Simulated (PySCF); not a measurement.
## Two-component Hartree-Fock for Sb (antimony, neutral)

Start: [Kr] 4d10 5s2 5p3; 5p3/2 filled at m_j = -1/2, +1/2, +3/2. Calculated with PySCF 2.14 in x2c-TZVPall-2c with one added diffuse shell each of s, p, d, f type (9s10p6d3f, 90 functions): generalised Hartree-Fock with the X2C-1e Hamiltonian and a Gaussian nucleus; one run each with spin-orbit coupling (SO) switched off, then screened by Boettger's factors. This is a chosen level, not necessarily the ground level.

| spinor shell | electrons | ε, spin-free (eV) | ε, screened SO (eV) | weight of nominal j (screened SO) | rms radius, screened SO (bohr) |
| --- | --- | --- | --- | --- | --- |
| 1s1/2 | 2 | -30644.1 | -30641.0 | 1.000 | 0.0325 |
| 2s1/2 | 2 | -4758.2 | -4757.3 | 1.000 | 0.133 |
| 2p1/2 | 2 | -4264.6 | -4439.4 | 1.000 | 0.115 |
| 2p3/2 | 4 | -4264.6 | -4185.2 | 1.000 | 0.120 |
| 3s1/2 | 2 | -973.54 | -973.27 | 1.000 | 0.352 |
| 3p1/2 | 2 | -808.71 | -841.93 | 1.000 | 0.345 |
| 3p3/2 | 4 | -808.71 | -793.47 | 1.000 | 0.356 |
| 3d3/2 | 4 | -557.79 | -563.53 | 1.000 | 0.329 |
| 3d5/2 | 6 | -557.79 | -553.68 | 1.000 | 0.332 |
| 4s1/2 | 2 | -176.21 | -176.12 | 1.000 | 0.843 |
| 4p1/2 | 2 | -123.31 | -129.49 | 1.000 | 0.893 |
| 4p3/2 | 4 | -123.31 | -120.41 | 1.000 | 0.922 |
| 4d3/2 | 4 | -43.970 | -44.742 | 0.990 | 1.11 |
| 4d5/2 | 6 | -43.970 | -43.352 | 0.993 | 1.12 |
| 5s1/2 | 2 | -16.899 | -16.875 | 1.000 | 2.45 |
| 5p3/2 | 3 | -9.101 | -9.103 | 0.603 | 3.09 |

```
   quantity    spin-free  screened SO
E (hartree)  -6477.16181  -6478.82598
        M_J          3/2          3/2
       ⟨J²⟩        3.752        3.754
       ⟨L²⟩        0.000        0.065
       ⟨S²⟩        3.752        3.706
```

Each row is a mean over spinors that exchange with the open shell spreads, by up to 5.970 eV (5s1/2).

Rows whose weight is well below 1 are mixtures of j = l ± 1/2: exchange outweighs spin-orbit coupling there, and the label is only the starting occupation.

Breit and QED terms are absent; they matter most for the inner s and p1/2 levels.

Densities and radii are taken from the X2C orbitals without a picture-change correction, which distorts them close to the nucleus.

Without spin-orbit coupling the j labels of p, d and f shells carry no meaning; the spin-free column gives the mean over the occupied spinors of each nl shell.
